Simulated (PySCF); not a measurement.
SMILES [CH3][Ge]([CH3])([CH3])[SiH2][SiH](Cl)Cl (C3H12Cl2GeSi2), singlet at its GFN2-xTB optimised geometry (Å):

```
20

Si     2.6688    -0.1222     2.1135
Cl     2.6283    -1.7931     3.2666
Cl     1.4582     1.2446     3.0179
Si     1.8137    -0.5646     0.0000
Ge    -0.5658    -0.5646     0.0000
C     -1.3101    -1.5007    -1.5940
C     -1.2731     1.2943     0.0000
C     -1.2623    -1.4781     1.6231
H      4.0160     0.4170     2.2819
H      2.3401     0.4483    -0.9274
H      2.3600    -1.8395    -0.4864
H     -2.3968    -1.4902    -1.5711
H     -0.9880    -1.0204    -2.5135
H     -0.9842    -2.5364    -1.6244
H     -2.3600     1.2929     0.0093
H     -0.9303     1.8344     0.8778
H     -0.9452     1.8395    -0.8807
H     -0.8957    -2.4990     1.6883
H     -2.3486    -1.5119     1.6126
H     -0.9529    -0.9530     2.5224
```

Level of theory: B3LYP/def2-SVP run with PySCF. Cells within 0.4 Å of a nucleus heavier than hydrogen are left out (blank, or x).

Map of the deformation density (molecule minus spherical neutral atoms) (e/bohr³) on the plane z = 0.0 Å:

```
|11111111111111111111111111111|
|11111111111111111111111111111|
|11111111111111111111111111111|
|11111111111111111111111111111|
|11111111111111111111111111111|
|11111111111111111111111111111|
|11111111000001111111111111111|
|11111110000110111111111111111|
|11111011101210011111111111111|
|1111101453x410011111111111111|
|111100299xxx00001111111111111|
|1111101454x521001100111111111|
|11111011224532111000111111111|
|11111111113431111100121111111|
|11111110011101122210111101111|
|111111100000xx13431xx00001111|
|111111100000xx13441xx00001111|
|11111110001000123311111001111|
|11111110001111112111233111111|
|11111111001100011111343111111|
|11111111000000001111232111111|
|11111111100000111111111111111|
|11111111111111111111111111111|
|11111111111111111111111111111|
|11111111111111111111111111111|
|11111111111111111111111111111|
|11111111111111111111111111111|
|11111111111111111111111111111|
|11111111111111111111111111111|
```
Scale: ten equal steps from -0.015 (start of '0') to 0.094 (end of '9'), in the order '0123456789'; x runs from -4.50 to 4.50, y from -4.50 (bottom) to 4.50 (top).
